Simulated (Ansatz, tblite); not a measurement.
Dissociation curve of cyclohexasilane, H12Si6, SMILES [SiH2]1[SiH2][SiH2][SiH2][SiH2][SiH2]1. The Si1–H18 bond (Si1 also carries H, Si, Si; H18 carries nothing else) is varied alone, starting from the PBE0/def2-SVP optimised geometry.

Computed with: RKS-PBE = restricted PBE/def2-SVP in Ansatz (a quantum-chemistry and plane-wave program); GFN2-xTB, 300 K electronic temperature (tblite); UKS-PBE0 = unrestricted PBE0/def2-SVP (Ansatz).

Energies relative to the lowest point of each curve near equilibrium, in kJ/mol:

```tsv
R / Å	RKS-PBE	GFN2-xTB
1.22	104.2	105.2
1.40	11.0	4.3
1.45	2.9	0.0
1.50	0.0	0.5
1.55	1.2	4.2
1.59	4.6	8.8
1.69	20.1	23.9
2.00	99.9	80.7
2.45	224.2	180.0
3.15	360.3	297.6
3.66	418.0	343.3
4.36	461.6	367.7
```

Task: What does UKS-PBE0 give at the same points?

Result: 1.22: 100.7; 1.40: 9.5; 1.45: 2.1; 1.50: 0.0; 1.55: 2.1; 1.59: 6.2; 1.69: 23.8; 2.00: 110.7; 2.45: 246.7; 3.15: 344.0; 3.66: 357.3; 4.36: 361.3 (kJ/mol).

The restricted form behind RKS-PBE keeps the bonding electrons paired and can't separate into open-shell fragments. The unrestricted determinant behind UKS-PBE0 is spin-contaminated at 2.79 to 4.36 Å (<S²> up to 1.0, against 0.00 for a pure singlet).
